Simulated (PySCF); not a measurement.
Isomers of C3H10N2OSi2, one GFN2-xTB conformer each. Single-point energies are computed at PBE0/pcSseg-1 (PySCF, gas phase, no added dispersion term), electronic only.

| SMILES | GFN2-xTB relative energy (kJ/mol) |
| --- | --- |
| C=NC(=C)O[SiH2]N[SiH3] | 49.0 |
| CO[Si@@H](CC#N)[SiH2]N | 157.4 |
| C=N[SiH2][Si@H](N=C)OC | 188.3 |
| C[Si@@H]1NC[SiH2]N1C=O | 0.0 |

Conformers: `[CH2:1]=[N:2][C:3](=[CH2:4])[O:5][SiH2:6][NH:7][SiH3:8]` with C1–N2–C3–C4 -44°, N2–C3–O5–Si6 2°, C3–O5–Si6–N7 -177°, O5–Si6–N7–Si8 -176°; `[CH3:1][O:2][Si@@H:3]([CH2:4][C:5]#[N:6])[SiH2:7][NH2:8]` with C1–O2–Si3–C4 -179°, O2–Si3–C4–C5 169°, O2–Si3–Si7–N8 -168°, Si3–Si7–N8–H 56° and -79°; `[CH2:1]=[N:2][SiH2:3][Si@H:4]([N:5]=[CH2:6])[O:7][CH3:8]` with C1–N2–Si3–Si4 -116°, N2–Si3–Si4–N5 -118°, Si3–Si4–N5–C6 100°, Si3–Si4–O7–C8 166°; `[CH3:1][Si@@H:2]1[NH:3][CH2:4][SiH2:5][N:6]1[CH:7]=[O:8]` with Si5–N6–C7–O8 0°, C1–Si2–N3–C4 -139°, Si2–N3–C4–Si5 23°, N3–C4–Si5–N6 -13°, C4–Si5–N6–C7 -179°.

Problem. What does PBE0/pcSseg-1 give for the same structures?

Solution. 
```tsv
SMILES	PBE0/pcSseg-1 E (Eh)	PBE0/pcSseg-1 (kJ/mol)	GFN2-xTB (kJ/mol)	point group
C[Si@@H]1NC[SiH2]N1C=O	-883.49126	0.0	0.0	C1
CO[Si@@H](CC#N)[SiH2]N	-883.43450	149.0	157.4	C1
C=NC(=C)O[SiH2]N[SiH3]	-883.41860	190.8	49.0	C1
C=N[SiH2][Si@H](N=C)OC	-883.38825	270.4	188.3	C1
```

Both levels put the same isomer lowest; measured from each level's own lowest isomer, the values differ by up to 141.8 kJ/mol (C=NC(=C)O[SiH2]N[SiH3]: 49.0 against 190.8). As drawn, the lowest has a C=O bond, an N–H bond and a C(=O)–N unit, which the highest lacks; the highest has a C=N bond, an Si–O bond and an Si–Si bond, which the lowest lacks.

Problem. Which frontier levels, dipoles and rotational constants go with these structures?

Solution. 
| SMILES | HOMO (eV, PBE0/pcSseg-1) | LUMO (eV) | dipole (D) | A, B, C (MHz) |
| --- | --- | --- | --- | --- |
| C[Si@@H]1NC[SiH2]N1C=O | -6.95 | 0.28 | 4.22 | 1905, 1391, 871.5 |
| CO[Si@@H](CC#N)[SiH2]N | -6.94 | -0.73 | 3.86 | 1727, 1045, 687.5 |
| C=NC(=C)O[SiH2]N[SiH3] | -6.64 | -1.43 | 1.81 | 4503, 575.1, 520.5 |
| C=N[SiH2][Si@H](N=C)OC | -6.84 | -1.09 | 1.44 | 2019, 835.4, 669.1 |
